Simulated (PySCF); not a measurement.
# Radial density of Tc²⁺ (technetium, charge +2)

B3LYP, [Kr] 4d5, high-spin 6S determinant. Computed with PySCF 2.14 in cc-pVDZ-PP with ECP28MDF, with a scalar-relativistic core potential. This is the valence pseudo-density: the core potential removes the inner electrons and smooths the orbitals near the nucleus.

```json
{"r (bohr)": "0.0393", "4πr²ρ (e/bohr)": "2.253e-05", "4πr²(ρα − ρβ)": "0.0000"}
{"r (bohr)": "0.0661", "4πr²ρ (e/bohr)": "6.290e-05", "4πr²(ρα − ρβ)": "0.0000"}
{"r (bohr)": "0.111", "4πr²ρ (e/bohr)": "0.0003035", "4πr²(ρα − ρβ)": "0.0001"}
{"r (bohr)": "0.187", "4πr²ρ (e/bohr)": "0.003470", "4πr²(ρα − ρβ)": "0.0011"}
{"r (bohr)": "0.315", "4πr²ρ (e/bohr)": "0.07529", "4πr²(ρα − ρβ)": "0.0238"}
{"r (bohr)": "0.529", "4πr²ρ (e/bohr)": "1.907", "4πr²(ρα − ρβ)": "0.3877"}
{"r (bohr)": "0.891", "4πr²ρ (e/bohr)": "11.26", "4πr²(ρα − ρβ)": "2.4787"}
{"r (bohr)": "1.50", "4πr²ρ (e/bohr)": "7.436", "4πr²(ρα − ρβ)": "3.2230"}
{"r (bohr)": "2.52", "4πr²ρ (e/bohr)": "1.052", "4πr²(ρα − ρβ)": "0.8811"}
{"r (bohr)": "4.24", "4πr²ρ (e/bohr)": "0.03878", "4πr²(ρα − ρβ)": "0.0383"}
```

Energies and moments cover only the electrons outside the core potential.
